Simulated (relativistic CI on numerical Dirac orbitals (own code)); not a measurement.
V2+ in a cubic cluster: 2p photoemission with charge transfer

Computed with a charge-transfer multiplet model of a cubic metal-ligand cluster with up to one ligand hole, Slater and spin-orbit integrals from Dirac-Coulomb-Breit ions, Slater integrals scaled by 0.9. The ground state mixes d3 with configurations of k ligand holes L, whose averages lie at kΔ + k(k − 1)U_dd/2; a core hole lowers each added d electron by U_cd. 300 K, Lorentzian 0.6 eV and Gaussian 0.8 eV FWHM.

Atomic integrals in eV (Slater integrals scaled, ζ unscaled), ground: F2dd 8.026, F4dd 4.988, zeta_d 0.019; with the core hole: F2dd 9.811, F4dd 6.151, zeta_d 0.036, zeta_core 4.610, F2cd 5.486, G1cd 4.039, G3cd 2.292.

Cluster parameters (eV): U_dd = 4.7, U_cd = 6.1, 10Dq = 1.35, 10Dq(ligand) = 0.7, V(eg) = 1.25, V(t2g) = -0.56, final-state hopping factor = 0.9.

| Case | n_d | d3 | d4L | S |
| --- | --- | --- | --- | --- |
| Δ = 5 eV | 3.16 | 0.84 | 0.16 | 1.50 |
| Δ = 7 eV | 3.10 | 0.90 | 0.10 | 1.50 |
| Δ = 8 eV | 3.08 | 0.92 | 0.08 | 1.50 |

Weights, n_d and S are thermal averages at 300 K. Binding energies count from the first peak over 30 % of the highest in each spectrum, which can be another peak from case to case. The parameters are a model scan and need not match a compound or its usual spin state. Peaks in eV (height, largest 100):
- Δ = 5 eV: 0.0 (100), 1.4 (89), 5.1 (44), 8.7 (65), 14.1 (17)
- Δ = 7 eV: 0.0 (100), 4.6 (28), 8.6 (61), 11.2 (15)
- Δ = 8 eV: 0.0 (100), 4.8 (22), 8.6 (58), 11.0 (13)

Curve for Δ = 8 eV (points under 2 left out, the grid thinned):

| E (eV) | Intensity |
| --- | --- |
| -3.4 | 2.1 |
| -3.0 | 2.6 |
| -2.5 | 3.6 |
| -2.1 | 5.0 |
| -1.7 | 7.6 |
| -1.2 | 16.3 |
| -0.8 | 37.7 |
| -0.4 | 77.4 |
| 0.1 | 99.6 |
| 0.5 | 91.9 |
| 0.9 | 87.1 |
| 1.4 | 69.4 |
| 1.8 | 48.8 |
| 2.2 | 32.7 |
| 2.6 | 26.9 |
| 3.1 | 25.4 |
| 3.5 | 23.4 |
| 3.9 | 21.8 |
| 4.4 | 21.6 |
| 4.8 | 22.3 |
| 5.2 | 21.2 |
| 5.7 | 18.9 |
| 6.1 | 19.0 |
| 6.5 | 19.9 |
| 7.0 | 22.7 |
| 7.4 | 28.1 |
| 7.8 | 37.4 |
| 8.3 | 53.4 |
| 8.7 | 56.5 |
| 9.1 | 41.6 |
| 9.6 | 21.7 |
| 10.0 | 14.9 |
| 10.4 | 12.6 |
| 10.8 | 12.5 |
| 11.3 | 12.4 |
| 11.7 | 11.1 |
| 12.1 | 9.8 |
| 12.6 | 8.5 |
| 13.0 | 7.5 |
| 13.4 | 6.3 |
| 13.9 | 4.8 |
| 14.3 | 4.1 |
| 14.7 | 3.7 |
| 15.2 | 2.8 |
| 15.6 | 2.1 |

For the case Δ = 8 eV, Δ = 8 eV is larger than U_dd = 4.7 eV, the Mott-Hubbard side of the Zaanen-Sawatzky-Allen scheme. With the core hole the configuration with one ligand hole lies at Δ − U_cd = -1.1, 0.9, 1.9 eV from the one without, in the order of the table; where this is negative the screened configuration lies lower, though the effective hopping of about 2.4 eV (from the holes of the mixed ground state) mixes the two strongly wherever it is as large as the gap.

With at most 1 ligand hole the space is cut while the next configuration still counts, so covalency is underestimated, and a final configuration with one more ligand hole, which can lie low, is missing from the spectra.
